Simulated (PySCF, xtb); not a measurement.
B(AsH2)(F)(OH) (AsBFH3O), SMILES OB(F)[AsH2].

GFN2-xTB run with xtb 6.7.1 at its own geometry gives an orbital gap of 4.86 eV and a dipole moment of 2.50 D.

Geometry optimised at r2SCAN-D4/def2-SVP. The values are those of a single conformer.

Task: What does PBE/def2-TZVPD (PySCF) give? (An estimate is asked for; the answer gives what the named calculation found.)

Result: gap 5.23 eV (levels -6.54 and -1.31 eV), dipole 2.03 D.
